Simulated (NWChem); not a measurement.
Species: C₂H₃Br; SMILES C=CBr

```xyz
6

C     -0.3366     2.0998     0.0000
C      0.5178     1.0849     0.0000
Br    -0.0281    -0.7473     0.0000
H     -1.4129     1.9633     0.0000
H      0.0442     3.1181     0.0000
H      1.5962     1.1903     0.0000
```
Atoms are numbered in this order, from 1.

Level: B3LYP/6-31G* (spherical d) (NWChem), optimised geometry, unscaled harmonic frequencies. This build's default masses of Se (78.918 u) and Br (79.917 u) are each other's, which moves their modes by up to 0.6 %.

### Question
List the harmonic frequencies with IR intensities, and the thermochemistry.

### Answer
| frequency (cm⁻¹) | IR intensity (km/mol) |
|---|---|
| 345 | 0.2 |
| 596 | 13.3 |
| 598 | 27.4 |
| 923 | 21.7 |
| 977 | 40.4 |
| 1027 | 11.0 |
| 1293 | 35.3 |
| 1424 | 10.4 |
| 1684 | 44.3 |
| 3173 | 0.3 |
| 3240 | 4.1 |
| 3265 | 3.5 |

| Quantity | Value |
|---|---|
| zero-point energy | 26.5 kcal/mol |
| thermal correction to the enthalpy at 298.15 K (with zero-point energy) | 29.4 kcal/mol |
| heat capacity Cv | 11.1 cal/(mol K) |
| entropy at 298.15 K and 1 atm (symmetry number 1) | 65.8 cal/(mol K) |
| dipole moment | 1.62 D |

Rigid rotor and harmonic oscillator.
